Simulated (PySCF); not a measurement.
C8H4N2OS2, SMILES c1(nnco1)-c1cc2sccc2s1. Atoms are numbered in the order given.

```xyz
17

C      0.3269     4.1639     0.0000
N     -0.9603     4.1440     0.0000
N     -1.3309     2.8252     0.0000
C     -0.2306     2.1340     0.0000
C     -0.0764     0.7028     0.0000
C     -1.1042    -0.2143     0.0000
C     -0.5982    -1.5342     0.0000
S     -1.2934    -3.1164     0.0000
C      0.2776    -3.8416     0.0000
C      1.3035    -2.9342     0.0000
C      0.7982    -1.6063     0.0000
S      1.5052    -0.0330     0.0000
O      0.8633     2.9274     0.0000
H      0.9969     5.0200     0.0000
H     -2.1522     0.0835     0.0000
H      0.3607    -4.9280     0.0000
H      2.3575    -3.2103     0.0000
```
Charge 0, spin multiplicity 1.

Geometry: PBE0-D3(BJ)/def2-SVP. This is a generated structure with no PubChem entry under its InChIKey; it may be hypothetical. The values are those of a single conformer.

Two levels are set side by side: PBE/pcSseg-1 (PySCF) and PBE0/pcSseg-1 (PySCF). GIAO shifts against H2O (¹⁷O), H2S (³³S), NH3 (¹⁵N), TMS (¹H), TMS (¹³C) at the same level; non-relativistic, no solvent, atoms listed together averaged. Differences are taken from unrounded values.

| quantity | PBE |
|---|---|
| δ(¹³C) of C1 (ppm) | 152.4 |
| δ(¹⁵N) of N2 (ppm) | 360.9 |
| δ(¹⁵N) of N3 (ppm) | 342.5 |
| δ(¹³C) of C4 (ppm) | 164.2 |
| δ(¹³C) of C5 (ppm) | 134.1 |
| δ(¹³C) of C6 (ppm) | 125.0 |
| δ(¹³C) of C7 (ppm) | 145.5 |
| δ(³³S) of S8 (ppm) | 414.8 |
| δ(¹³C) of C9 (ppm) | 136.6 |
| δ(¹³C) of C10 (ppm) | 123.2 |
| δ(¹³C) of C11 (ppm) | 146.6 |
| δ(³³S) of S12 (ppm) | 400.7 |
| δ(¹⁷O) of O13 (ppm) | 324.2 |
| δ(¹H) of H14 (ppm) | 8.16 |
| δ(¹H) of H15 (ppm) | 8.61 |
| δ(¹H) of H16 (ppm) | 7.48 |
| δ(¹H) of H17 (ppm) | 7.47 |

Problem. These are the PBE values. What does PBE0 give? (The exact figures need the calculation; the answer reports its results.)

Solution. 
```csv
quantity,PBE0,PBE minus PBE0
δ(¹³C) of C1 (ppm),156.5,-4.1
δ(¹⁵N) of N2 (ppm),362.1,-1.2
δ(¹⁵N) of N3 (ppm),343.0,-0.5
δ(¹³C) of C4 (ppm),167.5,-3.3
δ(¹³C) of C5 (ppm),136.0,-1.9
δ(¹³C) of C6 (ppm),129.5,-4.5
δ(¹³C) of C7 (ppm),147.7,-2.2
δ(³³S) of S8 (ppm),403.6,11.2
δ(¹³C) of C9 (ppm),140.9,-4.3
δ(¹³C) of C10 (ppm),126.1,-3.0
δ(¹³C) of C11 (ppm),149.8,-3.2
δ(³³S) of S12 (ppm),391.8,8.9
δ(¹⁷O) of O13 (ppm),316.3,7.9
δ(¹H) of H14 (ppm),8.32,-0.16
δ(¹H) of H15 (ppm),8.81,-0.20
δ(¹H) of H16 (ppm),7.68,-0.20
δ(¹H) of H17 (ppm),7.63,-0.16
```

Rough cost on one machine, each run with all the roots and properties that it gave: PBE0 against PBE within a factor of 2.
